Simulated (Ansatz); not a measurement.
Coupled-cluster diagnostics for CdMe2 (C2H6Cd), Ansatz.

Geometry of the singlet (PBE0-D4/def2-TZVP):

Cartesian coordinates in Å:
```
Cd 0.000 0.000 0.000
C -0.251 1.337 1.618
H -1.230 1.817 1.572
H 0.514 2.115 1.597
H -0.174 0.806 2.569
C 0.251 -1.336 -1.618
H -0.459 -2.163 -1.547
H 1.261 -1.751 -1.621
H 0.088 -0.825 -2.569
```

In the def2 sets Cd takes a core potential; there is no spin–orbit coupling. Correlated methods freeze 2 core orbitals; core or outer-core shells of Cd are correlated, in sets that lack core-valence functions.

Estimate the CCSD(T) correlation energy, the shares of MP2 and (T), T1 and the reference's ⟨S²⟩ for: charge 0, singlet, own geometry in def2-TZVPP; and the rough time on 4 threads of Arm Neoverse V1 on a shared host.


```csv
state,basis,correlation (eV),MP2 share (%),(T) share (%),T1,⟨S²⟩ (pure),wall time
"charge 0, singlet, own geometry",def2-TZVPP,-30.736,97.5,3.2,0.011,0.00 (0.00),93 s
```
Customary marks for T1 are 0.02 (closed shells), 0.045 (open shells) and about 0.05 (3d metals). T1 stays under 0.02 throughout.
